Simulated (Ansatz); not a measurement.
Species: 1-methylsulfonylethyne, C3H4O2S (charge 0, singlet). SMILES: CS(=O)(C#C)=O
Coordinates optimised at B3LYP-D3(BJ)/def2-TZVP (Ansatz, an electronic-structure program):
```xyz
10

C      2.3876     0.8008     0.2859
C      1.2753     0.3710     0.1537
S     -0.3150    -0.2778    -0.0346
C     -1.2906     1.2008    -0.1840
O     -0.6622    -0.9383     1.1924
O     -0.3505    -0.9830    -1.2851
H      3.3771     1.1734     0.4036
H     -0.9622     1.7550    -1.0602
H     -1.1868     1.7872     0.7259
H     -2.3195     0.8632    -0.3073
```
Charge 0, spin multiplicity 1.

Computed values are from Ansatz. Cores are frozen in the correlated levels unless marked. Open shells are spin-unrestricted. Spin-orbit coupling is left out. No relativistic terms. Basis-set limits of correlation are two-point, X^-3; Hartree-Fock from the larger set. [CCSD(T)-MP2]/basis is that difference in the basis named.

**Question.** What is the atomisation energy De at CCSD(T)/CBS(aug-cc-pV(T+d)Z,aug-cc-pV(Q+d)Z)?

**Answer.** 948.4 kcal/mol.

**Question.** What is the dipole moment at CCSD(T)/aug-cc-pV(D+d)Z?

**Answer.** 4.41 D.

**Question.** What is the total energy at CCSD(T)/CBS(aug-cc-pV(T+d)Z,aug-cc-pV(Q+d)Z)?

**Answer.** -664.5620 Eh.

**Question.** What is the T1 diagnostic at CCSD/aug-cc-pV(Q+d)Z?

**Answer.** 0.016.

**Question.** What is the vertical triplet-singlet gap at RI-MP2/CBS(aug-cc-pV(T+d)Z,aug-cc-pV(Q+d)Z)+[CCSD(T)-MP2]/aug-cc-pV(T+d)Z?

**Answer.** 5.60 eV.
